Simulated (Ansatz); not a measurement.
`CCC(Cl)CC(Cl)CC(Cl)CC(Cl)CC(C)Cl`. Total charge 0; singlet. Geometry r2SCAN-D4/def2-SVP.

| atom | x (Å) | y (Å) | z (Å) |
| --- | --- | --- | --- |
| C1 | -1.348 | 3.245 | 3.380 |
| C2 | -0.056 | 3.116 | 2.584 |
| C3 | -0.136 | 3.645 | 1.159 |
| Cl4 | -0.610 | 5.408 | 1.162 |
| C5 | 1.167 | 3.535 | 0.366 |
| C6 | 1.733 | 2.119 | 0.300 |
| Cl7 | 3.305 | 2.181 | -0.621 |
| C8 | 0.811 | 1.104 | -0.359 |
| C9 | 1.301 | -0.333 | -0.292 |
| Cl10 | 1.384 | -0.845 | 1.461 |
| C11 | 0.403 | -1.291 | -1.056 |
| C12 | 0.848 | -2.744 | -1.057 |
| Cl13 | 2.535 | -2.875 | -1.736 |
| C14 | -0.046 | -3.673 | -1.872 |
| C15 | -1.523 | -3.660 | -1.502 |
| C16 | -2.320 | -4.706 | -2.253 |
| Cl17 | -1.718 | -3.934 | 0.295 |
| H18 | -1.237 | 2.794 | 4.377 |
| H19 | -1.629 | 4.300 | 3.508 |
| H20 | -2.181 | 2.734 | 2.871 |
| H21 | 0.225 | 2.049 | 2.518 |
| H22 | 0.775 | 3.627 | 3.103 |
| H23 | -0.965 | 3.152 | 0.623 |
| H24 | 1.919 | 4.192 | 0.831 |
| H25 | 1.002 | 3.912 | -0.657 |
| H26 | 2.020 | 1.764 | 1.300 |
| H27 | -0.183 | 1.157 | 0.120 |
| H28 | 0.678 | 1.381 | -1.421 |
| H29 | 2.336 | -0.403 | -0.657 |
| H30 | 0.331 | -0.929 | -2.099 |
| H31 | -0.608 | -1.251 | -0.613 |
| H32 | 0.927 | -3.104 | -0.022 |
| H33 | 0.030 | -3.397 | -2.940 |
| H34 | 0.344 | -4.701 | -1.781 |
| H35 | -1.956 | -2.661 | -1.672 |
| H36 | -1.934 | -5.715 | -2.041 |
| H37 | -2.243 | -4.524 | -3.338 |
| H38 | -3.381 | -4.672 | -1.968 |

B3LYP takes the VWN-RPA correlation. Single mean-field runs in def2-TZVP are fitted with def2-universal-jkfit.

**Question.** Estimate the orbital energies around the gap (eV) in Ansatz with HF/6-31G, r2SCAN-D4/def2-TZVP, B3LYP-D4/6-31G, PBE0-D4/def2-SVP, PBE0-D4/def2-TZVP.

**Answer.** 
| orbital | HF/6-31G | r2SCAN-D4/def2-TZVP | B3LYP-D4/6-31G | PBE0-D4/def2-SVP | PBE0-D4/def2-TZVP |
| --- | --- | --- | --- | --- | --- |
| HOMO−9 | -12.48 | -7.89 | -8.66 | -8.82 | -8.98 |
| HOMO−8 | -12.41 | -7.83 | -8.60 | -8.76 | -8.92 |
| HOMO−7 | -12.33 | -7.75 | -8.54 | -8.69 | -8.84 |
| HOMO−6 | -12.18 | -7.66 | -8.44 | -8.58 | -8.74 |
| HOMO−5 | -12.14 | -7.61 | -8.38 | -8.53 | -8.69 |
| HOMO−4 | -12.11 | -7.56 | -8.34 | -8.48 | -8.64 |
| HOMO−3 | -11.91 | -7.42 | -8.20 | -8.34 | -8.50 |
| HOMO−2 | -11.90 | -7.41 | -8.17 | -8.32 | -8.48 |
| HOMO−1 | -11.79 | -7.32 | -8.10 | -8.23 | -8.39 |
| HOMO | -11.61 | -7.20 | -7.97 | -8.11 | -8.26 |
| LUMO | 4.19 | -0.81 | 0.02 | 0.44 | 0.05 |
| LUMO+1 | 4.52 | -0.52 | 0.30 | 0.73 | 0.31 |
| LUMO+2 | 4.69 | -0.46 | 0.37 | 0.83 | 0.39 |
| LUMO+3 | 4.77 | -0.43 | 0.43 | 0.86 | 0.43 |
| LUMO+4 | 5.18 | 0.02 | 0.90 | 1.21 | 0.63 |
| LUMO+5 | 5.44 | 0.50 | 1.66 | 1.45 | 0.95 |
